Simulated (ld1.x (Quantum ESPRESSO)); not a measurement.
**Plane-wave convergence, RRKJ potential for Ti**

| Quantity | Value |
| --- | --- |
| Element | Ti (Z = 22) |
| Generator | ld1.x (Quantum ESPRESSO) 7.5 |
| Type | norm-conserving RRKJ (Kleinman–Bylander form) |
| Functional | PBE |
| Relativity | scalar-relativistic |
| Frozen core | [Ne] |
| Valence charge | 12 |
| Reference configuration | 3s2 3p6 3d2.5 4s1.5 4p0 |
| Partial waves | 3s (bound): rc 1.35 bohr; 3p (bound): rc 0.95 bohr; 3d (bound): rc 1.30 bohr |
| Local potential | the d channel |
| Core correction | none |

Occupied shells without a wave of their own: 4s. They enter only through the test configuration that unscreens the potential.

The pseudo-atom Hamiltonian at the reference potential is diagonalised in spherical Bessel functions j_l(qr) that vanish at 20 bohr, with q² up to the cutoff. All-electron valence levels (Ry): 3s -4.4641, 4s -0.2971, 3p -2.7234, 4p -0.0924, 3d -0.2122.

Q: How do the lowest levels (Ry) of each channel move with the cutoff, and are there ghosts?

A:

```json
{"cutoff (Ry)": "8", "s #1": "-4.2424", "s #2": "-0.2851", "s #3": "0.0039", "p #1": "-1.5502", "p #2": "-0.0457", "d #1": "0.0365", "f #1": "0.1021", "Σ f·Δε (mRy)": "8135.9"}
{"cutoff (Ry)": "12", "s #1": "-4.2913", "s #2": "-0.2997", "s #3": "0.0017", "p #1": "-2.0725", "p #2": "-0.0653", "d #1": "0.0345", "f #1": "0.1021", "Σ f·Δε (mRy)": "4877.1"}
{"cutoff (Ry)": "21", "s #1": "-4.3261", "s #2": "-0.3012", "s #3": "0.0015", "p #1": "-2.5708", "p #2": "-0.0856", "d #1": "0.0286", "f #1": "0.1021", "Σ f·Δε (mRy)": "1801.0"}
{"cutoff (Ry)": "30", "s #1": "-4.3899", "s #2": "-0.3025", "s #3": "0.0013", "p #1": "-2.6684", "p #2": "-0.0903", "d #1": "0.0178", "f #1": "0.1021", "Σ f·Δε (mRy)": "1059.1"}
{"cutoff (Ry)": "45", "s #1": "-4.4533", "s #2": "-0.3033", "s #3": "0.0013", "p #1": "-2.6753", "p #2": "-0.0907", "d #1": "-0.0468", "f #1": "0.1021", "Σ f·Δε (mRy)": "727.9"}
{"cutoff (Ry)": "55", "s #1": "-4.4627", "s #2": "-0.3034", "s #3": "0.0012", "p #1": "-2.6796", "p #2": "-0.0908", "d #1": "-0.1146", "f #1": "0.1021", "Σ f·Δε (mRy)": "513.5"}
{"cutoff (Ry)": "70", "s #1": "-4.4638", "s #2": "-0.3045", "s #3": "0.0010", "p #1": "-2.6926", "p #2": "-0.0911", "d #1": "-0.1769", "f #1": "0.1021", "Σ f·Δε (mRy)": "275.8"}
{"cutoff (Ry)": "100", "s #1": "-4.4641", "s #2": "-0.3058", "s #3": "0.0008", "p #1": "-2.7152", "p #2": "-0.0917", "d #1": "-0.2101", "f #1": "0.1021", "Σ f·Δε (mRy)": "55.2"}
{"cutoff (Ry)": "120", "s #1": "-4.4641", "s #2": "-0.3058", "s #3": "0.0008", "p #1": "-2.7208", "p #2": "-0.0919", "d #1": "-0.2120", "f #1": "0.1021", "Σ f·Δε (mRy)": "16.5"}
{"cutoff (Ry)": "180", "s #1": "-4.4641", "s #2": "-0.3058", "s #3": "0.0008", "p #1": "-2.7234", "p #2": "-0.0920", "d #1": "-0.2121", "f #1": "0.1021", "Σ f·Δε (mRy)": "0.8"}
{"cutoff (Ry)": "230", "s #1": "-4.4641", "s #2": "-0.3058", "s #3": "0.0008", "p #1": "-2.7234", "p #2": "-0.0920", "d #1": "-0.2121", "f #1": "0.1021", "Σ f·Δε (mRy)": "0.4"}
{"cutoff (Ry)": "400", "s #1": "-4.4641", "s #2": "-0.3058", "s #3": "0.0008", "p #1": "-2.7235", "p #2": "-0.0920", "d #1": "-0.2121", "f #1": "0.1021", "Σ f·Δε (mRy)": "0.0"}
```

Result: no extra level below or beside the all-electron valence levels (s, p, d, f tested); 10 mRy is reached at 140 Ry and 1 mRy at 180 Ry.

Its largest configuration-test error is -832 meV.
